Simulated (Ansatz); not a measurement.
SiEt2F2 (C₄H₁₀F₂Si). The state is a triplet with charge 0. Geometry PBE0-D4/def2-SVP, that of the neutral singlet; atoms count from 1.

Cartesian coordinates in Å:
```
Si 0.1853 -0.1967 0.2428
C 0.6154 -0.2181 -1.5630
C 1.8909 -0.9929 -1.8918
H 0.6967 0.8309 -1.8997
H -0.2495 -0.6380 -2.1068
H 2.1075 -0.9789 -2.9707
H 2.7608 -0.5664 -1.3698
H 1.8078 -2.0458 -1.5819
C -1.2991 0.8078 0.7262
C -1.6087 0.7833 2.2224
H -2.1597 0.4362 0.1418
H -1.1288 1.8423 0.3783
H -2.4931 1.3921 2.4640
H -1.8032 -0.2423 2.5715
H -0.7636 1.1736 2.8097
F 1.4734 0.3407 1.0789
F -0.0321 -1.7277 0.7480
```

At PBE0-D4/def2-TZVP a singlet of charge 0 lies 7.76 eV below the triplet at the same geometry.

Question: Estimate the Mulliken populations from the PBE0/def2-TZVP orbitals of Ansatz.

Answer: 
| atom | charge (e) | spin (α − β) |
| --- | --- | --- |
| Si1 | 0.43 | 0.62 |
| C2 | 0.04 | 0.03 |
| C3 | -0.10 | -0.23 |
| H4 | -0.05 | 0.24 |
| H5 | -0.04 | 0.23 |
| H6 | 0.04 | 0.21 |
| H7 | 0.06 | 0.11 |
| H8 | 0.06 | 0.10 |
| C9 | 0.04 | 0.03 |
| C10 | -0.10 | -0.23 |
| H11 | -0.04 | 0.23 |
| H12 | -0.04 | 0.23 |
| H13 | 0.04 | 0.20 |
| H14 | 0.07 | 0.10 |
| H15 | 0.06 | 0.11 |
| F16 | -0.24 | 0.01 |
| F17 | -0.25 | 0.01 |
Mulliken values depend strongly on the basis.

Question: Where does the spin sit?

Answer: Summed by element: Si 0.62, C -0.40, H 1.76, F 0.01, of 2 unpaired in all. Largest on single atoms: Si1 0.62, H4 0.24, H12 0.23.

Question: And the Mayer bond orders between heavy atoms (over 0.3)?

Answer: Si1–C2 0.56 (1.86 Å); Si1–C9 0.56 (1.86 Å); Si1–F16 1.05 (1.63 Å); Si1–F17 1.05 (1.63 Å); C2–C3 1.19 (1.53 Å); C9–C10 1.18 (1.53 Å).
